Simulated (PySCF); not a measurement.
# Te: electron affinity

Te⁻ [Kr] 4d10 5s2 5p5 (2P) → Te [Kr] 4d10 5s2 5p4 (3P), as a difference of total energies. Calculation: PySCF 2.14, in x2c-QZVPPall with one added diffuse shell each of s, p, d, f type (14s10p8d5f1g, 128 functions); scalar relativity by spin-free X2C-1e. Correlated levels: valence: [Kr] 4d10 frozen; valence and next inner shell: [Ar] 3d10 frozen. The calculations carry no spin-orbit coupling.

```csv
method,electron affinity (eV),plus first-order spin-orbit estimate,error of that sum (eV)
UHF,1.055,1.025,-0.946
LDA,2.324,2.293,+0.322
PBE,2.076,2.046,+0.075
PBE0,2.029,1.999,+0.028
r2SCAN,2.037,2.006,+0.035
r2SCAN0,2.016,1.986,+0.015
BHandHLYP,1.960,1.930,-0.041
TPSS,2.057,2.027,+0.056
MP2 (valence),1.910,1.880,-0.091
SCS-MP2 (valence),1.921,1.891,-0.080
MP2 (valence and next inner shell),1.967,1.937,-0.034
SCS-MP2 (valence and next inner shell),1.953,1.923,-0.048
```

Reference: 1.971 eV (measured; photodetachment measurements, as compiled on the Wikipedia data page of electron affinities).

A first-order spin-orbit estimate (lowest level to lowest level, LS coupling) adds -0.030 eV.

Errors of the correlated levels include the incompleteness of this basis and the frozen core.

In the anion the highest occupied orbital energy is positive at LDA, PBE, r2SCAN, TPSS, a self-interaction effect; the basis confines that electron, and the energy difference can still be sensible.
